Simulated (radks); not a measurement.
Coulomb parameter of the 3d shell of neutral titanium in the model configuration [Ar] 3d3 4s1, as a second difference U = [E(n + 0.25) + E(n - 0.25) - 2 E(n)] / (0.25)^2 with all orbitals relaxed. "Bare": the charge of the atom changes with n. "Screened": the 4s shell takes up the change at fixed total charge, which measures U(3d,3d) + U(4s,4s) - 2 U(3d,4s). All-electron calculation, Dirac Kohn-Sham, PBEsol, spin-unpolarised, spherical densities, finite nucleus; open shells are shared between the two j in proportion to 2j + 1; Fermi nuclear charge, rms radius 3.5921 fm. Program: a radial shooting solver on a logarithmic mesh with Libxc functionals. Estimate both.

Answer. U(bare) = 6.874 eV, U(screened by 4s) = 1.064 eV. The step up makes a negative ion, whose loosely bound charge lowers the bare value.
